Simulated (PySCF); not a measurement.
C2H7BO3, SMILES CCOB(O)O. Atoms are numbered in the order given.

```xyz
13

B      0.0051     0.9461    -0.0391
O      0.3323     2.0785    -0.7323
H     -0.2837     2.8057    -0.6264
O     -1.0985     0.8187     0.7691
H     -1.6386     1.6071     0.8493
O      0.8460    -0.1072    -0.1759
C      0.5910    -1.3391     0.4585
C     -0.3673    -2.1942    -0.3431
H      1.5623    -1.8493     0.5608
H      0.1933    -1.1746     1.4746
H      0.0118    -2.3451    -1.3652
H     -0.4957    -3.1810     0.1280
H     -1.3554    -1.7139    -0.4049
```
Charge 0, spin multiplicity 1.

Geometry optimised at PBE0-D3(BJ)/def2-SVP. Other conformers were not sampled.

The numbers are results of PBE/pcSseg-1 in PySCF, not measurements.

GIAO shieldings, no solvent; atoms listed in one row are averaged. δ = σ(ref) − σ: ¹¹B against BF3 (σ = 83.9 ppm); ¹⁷O against H2O (σ = 334.3 ppm); ¹H against TMS (σ = 31.49 ppm); ¹³C against TMS (σ = 182.0 ppm), references at their B3LYP-D3(BJ)/def2-TZVP geometries, non-relativistic.

Estimate the chemical shifts. (An estimate is asked for; the answer gives what the named calculation found.)


```
nucleus          atoms  count  δ (ppm)
-------  -------------  -----  -------
¹¹B                 B1      1      5.5
¹⁷O                 O6      1    108.9
¹⁷O                 O2      1     94.0
¹⁷O                 O4      1     91.5
¹H                 H10      1     4.47
¹H                  H9      1     4.06
¹H              H3, H5      2     2.11
¹H       H11, H12, H13      3     1.44
¹³C                 C7      1     65.4
¹³C                 C8      1     21.0
```
